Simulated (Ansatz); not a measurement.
Cartesian coordinates (Å):
SMILES: BC(B)N
```xyz
11

B     -1.2143    -0.7364    -0.1139
C      0.0543     0.1221    -0.3200
B      1.2324    -0.6271     0.3430
N     -0.0349     1.5630    -0.1866
H     -1.2299    -1.8711    -0.4710
H     -2.1888    -0.2558     0.3831
H      0.2663    -0.1783    -1.3809
H      1.4727    -1.7506     0.0344
H      1.9178    -0.0720     1.1490
H     -0.9454     1.8672     0.1299
H      0.6697     1.9391     0.4329
```
Charge 0, spin multiplicity 1.

These are frozen-core CCSD(T)/cc-pVTZ // B3LYP-D3(BJ)/def2-TZVP (Ansatz, a first-principles code) values and carry that method's errors.

```yaml
HF energy: -145.76077 Ha
MP2 correlation energy: -0.59407 Ha
```

Question: Estimate the CCSD correlation energy, the (T) correction, the total energy and the T1 diagnostic.

Answer: 
| Item | Value |
|---|---|
| CCSD correlation energy | -0.63885 Ha |
| (T) correction | -0.02424 Ha |
| CCSD(T) total energy | -146.42387 Ha |
| T1 diagnostic | 0.013 |
